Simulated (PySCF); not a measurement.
Ligand exchange on a metal centre used in film growth or etching (Y F-NH2). Isolated molecules, 0 K electronic values unless said otherwise. One relaxed conformer stands for each flexible species; it need not be the lowest.

The HOMO from two functionals at the same geometries (r2SCAN-D4/def2-SVP), both in PySCF: PBE-D3(BJ)/def2-TZVP and B3LYP-D3(BJ)/def2-TZVP. B3LYP has the VWN-RPA correlation part, as in Gaussian. 

```tsv
species	PBE-D3(BJ)/def2-TZVP (eV)
0 of 3 F replaced by NH2 ([Y(F)3])	-8.56
1 of 3 F replaced by NH2	-5.83
2 of 3 F replaced by NH2 ([Y(F)(NH2)2])	-5.38
```

### Question
What does B3LYP-D3(BJ)/def2-TZVP give for each?

### Answer

- 0 of 3 F replaced by NH2 ([Y(F)3]): -10.24
- 1 of 3 F replaced by NH2: -6.94
- 2 of 3 F replaced by NH2 ([Y(F)(NH2)2]): -6.48
Over these rows, drawn at random from the members with no instability flagged (it was tested for open shells, ions and some series alone), PBE minus B3LYP-D3(BJ): mean +1.30 eV, from +1.10 eV to +1.68 eV.
